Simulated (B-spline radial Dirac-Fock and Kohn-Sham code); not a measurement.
**The K-LL Auger spectrum of Co²⁺**

System: cobalt as Co²⁺ in the configuration [Ar] 3d5 4s2 (not the ground configuration).

Input file task.json (cfg lists n, l and occupation; rrms is the nuclear radius in fm):

```json
{"items": [{
  "Z": 27,
  "q": 2,
  "cfg": [[1, 0, 2], [2, 0, 2], [2, 1, 6], [3, 0, 2], [3, 1, 6], [3, 2, 5], [4, 0, 2]],
  "A": 59,
  "rrms": 3.7875,
  "do": ["binding", "quiet", "double"]
}]}
```

Command: `python xray_run.py task.json out`

The computed values come from a radial atomic solver: ΔSCF Dirac-Fock with Breit, self-energy and vacuum polarisation, finite nucleus, configuration average. The two-hole levels come from diagonalising the Coulomb interaction among the jj configurations; intensities are independent-particle Coulomb rates. Kinetic energies are from the vacuum level. The model has no electron correlation. Open outer shells are spectators and are not coupled to the holes. Labels follow the leading weight; the literature often keeps the label of the LS limit.

```
kinetic energy (eV)  J  leading jj holes (weight)  leading LS term (weight)  intensity (%)
             5723.6  0                L1L1 (0.98)                ¹S0 (0.98)            6.3
             5846.9  1                L1L2 (0.52)                ¹P1 (0.96)           20.1
             5878.2  0                L1L2 (1.00)                ³P0 (1.00)            0.7
             5884.5  1                L1L3 (0.52)                ³P1 (0.96)            2.5
             5893.1  2                L1L3 (1.00)                ³P2 (1.00)            2.9
             5980.7  0                L2L2 (0.81)                ¹S0 (0.75)            5.1
             6000.7  2                L2L3 (0.92)                ¹D2 (0.89)           54.9
             6011.0  1                L2L3 (1.00)                ³P1 (1.00)            0.0
             6013.8  0                L3L3 (0.81)                ³P0 (0.76)            1.4
             6023.5  2                L3L3 (0.92)                ³P2 (0.89)            6.3
```

The strongest line, by its leading LS label ¹D2, lies at 6000.7 eV. The mean weight of the leading component is 0.85 in jj and 0.92 in LS coupling, so LS labels describe these levels better.
